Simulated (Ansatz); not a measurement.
Geometry optimisation, Ansatz, RKS LDA/STO-3G.

The input (input.yaml):

```yaml
crystal:
  periodic: [false, false, false]
  atoms:
    - { symbol: C, position_ang: [-0.7542, 1.7156, 0.4222] }
    - { symbol: C, position_ang: [-0.0208, 1.0022, 1.1769] }
    - { symbol: Al, position_ang: [0.6332, -0.7369, 0.5402] }
    - { symbol: C, position_ang: [0.2567, -1.3921, -1.263] }
    - { symbol: H, position_ang: [-1.0893, 1.4301, -0.6027] }
    - { symbol: H, position_ang: [-1.1643, 2.731, 0.7771] }
    - { symbol: H, position_ang: [0.287, 1.3479, 2.1739] }
    - { symbol: H, position_ang: [1.6434, -1.5979, 1.4957] }
    - { symbol: H, position_ang: [0.5453, -0.6656, -1.9809] }
    - { symbol: H, position_ang: [0.6584, -2.39, -1.4066] }
    - { symbol: H, position_ang: [-0.93, -1.5013, -1.3124] }
basis:
  gaussian: { orbitals: STO-3G }
hamiltonian:
  xc: lda
relax:
  f_tol: 0.02
  max_steps: 40
scf:
  lower_state_search: "off"
```

Run as:

```bash
$ ansatz run input.yaml --threads 1 --pin off --max-ram 2048MiB --backend cpu --events-out ev --progress --plain --runs-dir out
```

Where does it end, and by what steps?

The forces met the threshold. Limits of this set-up: minimal basis. After 6 steps the energy has fallen by 0.724 eV; C4 moved furthest, 0.12 Å.

```tsv
step	energy less start (eV)	largest force component (eV/Å)	accepted
0	0.0000	4.745	yes
1	-0.6443	1.137	yes
2	-0.5976	1.279	no
3	-0.7127	0.488	yes
4	-0.7210	0.180	yes
5	-0.7239	0.053	yes
6	-0.7242	0.007	yes
```

```xyz
11
Properties=species:S:1:pos:R:3
C -0.752 1.685 0.384
C 0.032 0.921 1.158
Al 0.696 -0.755 0.574
C 0.197 -1.338 -1.168
H -1.049 1.376 -0.632
H -1.154 2.664 0.696
H 0.269 1.324 2.158
H 1.581 -1.575 1.476
H 0.481 -0.602 -1.932
H 0.656 -2.296 -1.446
H -0.892 -1.461 -1.247
```

Whether the end is a true minimum wasn't checked by a vibrational analysis.

Run time: 11 s on 1 thread of Intel(R) Xeon(R) CPU @ 2.60GHz (Ice Lake) (shared host), peak memory 0.11 GiB.
